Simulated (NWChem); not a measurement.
Species: GeH$_{2}$S, singlet; SMILES [SH][GeH]

Program: NWChem. Pople sets run with spherical d functions. Low-valent species are run as closed-shell singlets; no triplet was tried in these runs. All runs use the structure optimised with B3LYP/6-31G* (spherical d). B3LYP is NWChem's, with the RPA form of VWN correlation. Ions are spin-unrestricted doublets at the neutral geometry; other ion states weren't tried.

**Question.** What does the run give for B3LYP/6-31G*? Quantities: vertical ionisation energy, ΔSCF (eV); −ε(HOMO) (eV).

**Answer.** 
```yaml
vertical ionisation energy, ΔSCF (eV): 9.35
"−ε(HOMO) (eV)": 6.85
```
